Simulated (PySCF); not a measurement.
# Correlation energy of Si⁻ (silicon, charge -1)

[Ne] 3s2 3p3, high-spin 4S determinant. Calculation: PySCF 2.14, in aug-cc-pV(T+d)Z with one added diffuse shell each of s, p, d, f type (7s6p5d3f, 71 functions); no relativity, point nucleus. Frozen: [Ne]; 5 electrons correlated.

```
  level  correlation energy (mhartree)
   CCSD                         -92.37
    (T)                          -4.80
CCSD(T)                         -97.17
```

Diagnostics: T1 = 0.0076, D1 = 0.0158, largest double amplitude 0.046.

Cost of the coupled-cluster step: of the order of 7 core-seconds, for 5 correlated electrons.

Iterations:

```
CC2 = 0
CCSD nocc = (np.int64(4), np.int64(1)), nmo = (66, 66)
frozen orbitals [[0, 1, 2, 3, 4], [0, 1, 2, 3, 4]]
max_cycle = 100
direct = 0
conv_tol = 1e-08
conv_tol_normt = 1e-06
diis_space = 8
diis_start_cycle = 0
Init t2, MP2 energy = -0.0764997396673336
Init E_corr(UCCSD) = -0.0764997396838902
cycle = 1  E_corr(UCCSD) = -0.0886357728152702  dE = -0.0121360331  norm(t1,t2) = 0.049909
cycle = 2  E_corr(UCCSD) = -0.0912218635179144  dE = -0.0025860907  norm(t1,t2) = 0.015346
cycle = 3  E_corr(UCCSD) = -0.0923786238699366  dE = -0.00115676035  norm(t1,t2) = 0.00614198
cycle = 4  E_corr(UCCSD) = -0.0923727836071577  dE = 5.84026278e-06  norm(t1,t2) = 0.00160219
cycle = 5  E_corr(UCCSD) = -0.0923704459936592  dE = 2.3376135e-06  norm(t1,t2) = 0.00060754
cycle = 6  E_corr(UCCSD) = -0.0923727230056829  dE = -2.27701202e-06  norm(t1,t2) = 0.000267863
cycle = 7  E_corr(UCCSD) = -0.0923727524984905  dE = -2.94928076e-08  norm(t1,t2) = 9.02766e-05
cycle = 8  E_corr(UCCSD) = -0.0923727436959154  dE = 8.80257507e-09  norm(t1,t2) = 2.34304e-05
cycle = 9  E_corr(UCCSD) = -0.0923726987958899  dE = 4.49000255e-08  norm(t1,t2) = 8.24366e-06
cycle = 10  E_corr(UCCSD) = -0.0923726539666877  dE = 4.48292022e-08  norm(t1,t2) = 2.35901e-06
cycle = 11  E_corr(UCCSD) = -0.0923726458487783  dE = 8.11790937e-09  norm(t1,t2) = 8.3635e-07
UCCSD converged
E(UCCSD) = -288.9804271876257  E_corr = -0.09237264584877834
UCCSD(T) correction = -0.00480008252913079
```
